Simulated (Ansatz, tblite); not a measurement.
Spin states of Ag3S⁺, each relaxed with B3LYP-D4/def2-SVP in Ansatz. Electronic energies in the gas phase.

In the def2 sets Ag takes a core potential; there is no spin–orbit coupling. The xTB rows come from tblite. B3LYP takes the VWN-RPA correlation. Correlated methods freeze 5 core orbitals; core or outer-core shells of Ag are correlated, in sets that lack core-valence functions. The structure comes from a short search, and lower isomers may exist.

Singlet geometry (C3v within 0.1 Å):

```xyz
4

Ag    1.408    1.476   -0.562
Ag   -0.729    0.024    1.986
Ag   -1.239   -0.820   -1.507
S     0.560   -0.680    0.082
```

Triplet geometry (D3h within 0.1 Å):

```xyz
4

Ag    0.835   -2.290    0.499
Ag    1.090    1.977    1.048
Ag   -1.924    0.313   -1.549
S    -0.001    0.000    0.001
```

Quintet geometry (C∞v within 0.1 Å):

```xyz
4

Ag   -2.603    0.367    3.130
Ag   -0.807    0.118    0.978
Ag    2.638   -0.376   -3.182
S     0.773   -0.108   -0.926
```

⟨S²⟩: triplet 2.01 at PBE0-D4/def2-TZVP (pure 2.00), quintet 6.01 at PBE0-D4/def2-TZVP (pure 6.00).

Only these spin states were relaxed. The quintet has other bonds than the singlet, so the gap mixes isomer and spin.

Problem. Estimate which spin state lies lowest at each of these levels, and by how much: GFN1-xTB; GFN2-xTB; LDA (SPW92)/def2-TZVP; PBE-D4/def2-TZVP; r2SCAN-D4/def2-TZVP; B3LYP-D4/def2-TZVP; ωB97M-V/def2-TZVP; RPA@PBE/def2-TZVP.

Solution. 
```
                level  triplet − singlet (kJ/mol)  quintet − singlet (kJ/mol)  lowest of these
             GFN1-xTB                       208.2                       512.6          singlet
             GFN2-xTB                       331.3                       478.5          singlet
LDA (SPW92)/def2-TZVP                       219.2                       493.3          singlet
     PBE-D4/def2-TZVP                       197.1                       446.0          singlet
  r2SCAN-D4/def2-TZVP                       208.6                       450.4          singlet
   B3LYP-D4/def2-TZVP                       201.6                       444.2          singlet
    ωB97M-V/def2-TZVP                       273.0                       513.8          singlet
    RPA@PBE/def2-TZVP                       231.8                       473.1          singlet
```

The xTB methods have no spin-polarisation term.
